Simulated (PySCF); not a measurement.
# Cost of excited-state runs on `InChI=1S/C5H8O4/c6-4(7)5-8-2-1-3-9-5/h5H,1-3H2,(H,6,7)`

Atom-mapped SMILES (the numbers label the heavy atoms): `[O:1]=[C:2]([OH:3])[CH:4]1[O:5][CH2:6][CH2:7][CH2:8][O:9]1`. Each H is labelled by its parent atom. Ha(C6), Ha(C7), Ha(C8) are cis to C2 on the ring; Hb(C6), Hb(C7), Hb(C8) are trans to C2 on the ring.

PySCF with density fitting, on 1 thread of an Arm Neoverse N1, shared host. Command: `OMP_NUM_THREADS=1 python excited_run.py task.json out`

(1) How long does each of these runs take, and how much memory?
- magnetisability and related constants, B3LYP/MINI; level shift 0.3 Eh
- magnetisability and related constants, HF/pcSseg-1; usual settings

Results:

(1) 
| run | level | basis functions | wall time | peak memory (GiB) |
| --- | --- | --- | --- | --- |
| magnetisability and related constants | B3LYP/MINI | 53 | 18 s | 0.55 |
| magnetisability and related constants | HF/pcSseg-1 | 193 | 33 s | 0.84 |

Times from a shared host are rough.
